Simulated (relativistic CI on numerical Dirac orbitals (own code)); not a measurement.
## V⁺: L-alpha,beta X-ray emission

Computed with this model: Dirac-Coulomb-Breit CI, orbitals from a KLI potential per configuration, a model potential for QED, valence Slater integrals scaled by 0.9, multiplet model of X-ray emission after core ionisation; configurations [Ar] 3d4 → [He] 2s2 2p5 3s2 3p6 3d4 → [Ar] 3d3; 80 K; Lorentzian 0.6 eV and Gaussian 0.5 eV FWHM. Energies are those of the free ion, without screening or charge transfer. S is read from ⟨S²⟩ = S(S + 1).

Field parameters in Wybourne normalisation: D3d B²₀ = −7Dσ, B⁴₀ = −14Dq − 21Dτ, B⁴₃ = −14√(10/7) Dq; D4h B²₀ = −7Ds, B⁴₀ = 21(Dq − Dt), B⁴₄ = 21√(5/14) Dq; Oh B⁴₀ = 21Dq, B⁴₄ = √(5/14) B⁴₀. The field is a parameter set, without covalency.

Peaks in eV (height, largest 100): 512.7 (31), 516.6 (100), 519.5 (69), 520.3 (68).

**Question.** Which surroundings give this spectrum?
A. D4h, 10Dq = 18050, Ds = 2660, Dt = -750 cm⁻¹
B. D3d, 10Dq = 7850, Dσ = 780, Dτ = 420 cm⁻¹
C. D3d, 10Dq = 12250, Dσ = 500, Dτ = 70 cm⁻¹
D. free ion

**Answer.** B. D3d, 10Dq = 7850, Dσ = 780, Dτ = 420 cm⁻¹, where the ground state has S = 2.00.
